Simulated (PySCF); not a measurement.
HCl₂Si (SMILES Cl[SiH]Cl), doublet, at a GFN2-xTB geometry, with bond 4-2 at 1.6 times its length; TPSS/def2-SVP run with PySCF.

The PySCF input:
```python
from pyscf import gto, scf, dft

mol = gto.M(
    atom='''
Cl   -1.651288   -0.359436   -0.155579
Si   -0.007925    0.680311    0.398098
Cl    1.659289   -0.318349   -0.159892
H    -0.035359    2.788617   -0.575428
''',
    basis='def2-svp',
    charge=0,
    spin=1,
    verbose=4,
)

mf = dft.UKS(mol)
mf.xc = 'tpss'
mf.init_guess = '1e'
mf.kernel()
```

It wrote (shortened):

```
PySCF version 2.14.0

[INPUT] verbose = 4
[INPUT] num. atoms = 4
[INPUT] num. electrons = 49
[INPUT] charge = 0
[INPUT] spin (= nelec alpha-beta = 2S) = 1
[INPUT] symmetry False subgroup None
[INPUT] Mole.unit = angstrom
[INPUT] Symbol           X                Y                Z      unit          X                Y                Z       unit  Magmom
[INPUT]  1 Cl    -1.651288000000  -0.359436000000  -0.155579000000 AA   -3.120482072781  -0.679235599309  -0.294001700734 Bohr   0.0
[INPUT]  2 Si    -0.007925000000   0.680311000000   0.398098000000 AA   -0.014976079537   1.285601469529   0.752296190737 Bohr   0.0
[INPUT]  3 Cl     1.659289000000  -0.318349000000  -0.159892000000 AA    3.135601771503  -0.601592422029  -0.302152089509 Bohr   0.0
[INPUT]  4 H     -0.035359000000   2.788617000000  -0.575428000000 AA   -0.066818826038   5.269722396306  -1.087401324406 Bohr   0.0

nuclear repulsion = 179.007644283293
number of shells = 27
number of NR pGTOs = 115
number of NR cGTOs = 59
basis = def2-svp
ecp = {}

******** <class 'pyscf.dft.uks.UKS'> ********
method = UKS
initial guess = 1e
damping factor = 0
level_shift factor = 0
DIIS = <class 'pyscf.scf.diis.CDIIS'>
diis_start_cycle = 1
diis_space = 8
diis_damp = 0
SCF conv_tol = 1e-09
SCF conv_tol_grad = None
SCF max_cycles = 50
direct_scf = True
direct_scf_tol = 1e-13
number electrons alpha = 25  beta = 24
XC library pyscf.dft.libxc version 7.1.2
    S. Lehtola, C. Steigemann, M. J. T. Oliveira, and M. A. L. Marques,  SoftwareX 7, 1–5 (2018)
XC functionals = tpss
    J. Tao, J. P. Perdew, V. N. Staroverov, and G. E. Scuseria,  Phys. Rev. Lett. 91, 146401 (2003)
    J. P. Perdew, J. Tao, V. N. Staroverov, and G. E. Scuseria,  J. Chem. Phys. 120, 6898 (2004)
    J. Tao, J. P. Perdew, V. N. Staroverov, and G. E. Scuseria,  Phys. Rev. Lett. 91, 146401 (2003)
    J. P. Perdew, J. Tao, V. N. Staroverov, and G. E. Scuseria,  J. Chem. Phys. 120, 6898 (2004)
radial grids:
    Treutler-Ahlrichs [JCP 102, 346 (1995); DOI:10.1063/1.469408] (M4) radial grids

becke partition: Becke, JCP 88, 2547 (1988); DOI:10.1063/1.454033
pruning grids: <function nwchem_prune>
grids dens level: 3
symmetrized grids: False
atomic radii adjust function: <function treutler_atomic_radii_adjust>
small_rho_cutoff = 0
Set gradient conv threshold to 3.16228e-05
Initial guess from hcore.

tot grids = 66752
init E= -1195.54548043203
cycle= 1 E= -1188.93735239136  delta_E= 6.61  |g|= 3.94  |ddm|= 22.8
cycle= 2 E= -1201.05440554568  delta_E= -12.1  |g|= 3.19  |ddm|= 21.9
cycle= 3 E= -1209.22944928228  delta_E= -8.18  |g|= 0.674  |ddm|=  6.4
cycle= 4 E= -1209.77167491229  delta_E= -0.542  |g|= 0.575  |ddm|= 3.24
cycle= 5 E= -1210.08475701725  delta_E= -0.313  |g|= 0.253  |ddm|= 1.44
cycle= 6 E= -1210.13014202906  delta_E= -0.0454  |g|= 0.131  |ddm|= 0.662
cycle= 7 E= -1210.15456482308  delta_E= -0.0244  |g|= 0.0285  |ddm|= 0.382
cycle= 8 E= -1210.15563347504  delta_E= -0.00107  |g|= 0.0175  |ddm|= 0.0852
cycle= 9 E= -1210.15642342032  delta_E= -0.00079  |g|= 0.00947  |ddm|= 0.0871
cycle= 10 E= -1210.15657253498  delta_E= -0.000149  |g|= 0.0049  |ddm|= 0.0249
cycle= 11 E= -1210.1566354434  delta_E= -6.29e-05  |g|= 0.00129  |ddm|= 0.0272
cycle= 12 E= -1210.15663652636  delta_E= -1.08e-06  |g|= 0.000689  |ddm|= 0.00298
cycle= 13 E= -1210.15663681367  delta_E= -2.87e-07  |g|= 0.000303  |ddm|= 0.00139
cycle= 14 E= -1210.1566368994  delta_E= -8.57e-08  |g|= 8.43e-05  |ddm|= 0.000732
cycle= 15 E= -1210.15663690451  delta_E= -5.12e-09  |g|= 3.78e-05  |ddm|= 0.000168
cycle= 16 E= -1210.15663690662  delta_E= -2.1e-09  |g|= 6.21e-06  |ddm|= 0.000149
cycle= 17 E= -1210.15663690664  delta_E= -2.59e-11  |g|= 2.68e-06  |ddm|= 1.54e-05
Extra cycle  E= -1210.15663690664  delta_E= 2.05e-12  |g|= 3.38e-06  |ddm|= 1.2e-05
converged SCF energy = -1210.15663690664  <S^2> = 0.80850234  2S+1 = 2.0576709
```
